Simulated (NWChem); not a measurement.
Molecule: CHAlFNO; SMILES [F][AlH][N]=C=O

```xyz
6

Al     0.5237     1.1706    -0.0021
F     -0.7845     2.2129     0.0006
H      1.9908     1.7388    -0.0039
N      0.1787    -0.5721     0.0006
C     -0.0979    -1.7545     0.0005
O     -0.3577    -2.9062     0.0002
```
Atoms are numbered in this order, from 1.

Level: PBE-D3(BJ)/def2-SVP (NWChem), optimised geometry, unscaled harmonic frequencies. 

| frequency (cm⁻¹) | IR intensity (km/mol) |
|---|---|
| 71 | 0.6 |
| 113 | 0.4 |
| 254 | 30.9 |
| 477 | 163.4 |
| 556 | 67.3 |
| 595 | 22.6 |
| 608 | 22.8 |
| 658 | 158.3 |
| 860 | 159.3 |
| 1464 | 39.1 |
| 1985 | 107.1 |
| 2383 | 1155.9 |

```
Item                                                                                Value
-----------------------------------------------------------------------  ----------------
zero-point energy                                                           14.3 kcal/mol
thermal correction to the enthalpy at 298.15 K (with zero-point energy)     18.5 kcal/mol
heat capacity Cv                                                         17.7 cal/(mol K)
entropy at 298.15 K and 1 atm (symmetry number 1)                        77.3 cal/(mol K)
dipole moment                                                                      1.52 D
```

Rigid rotor and harmonic oscillator; modes under 100 cm⁻¹ make the entropy uncertain.
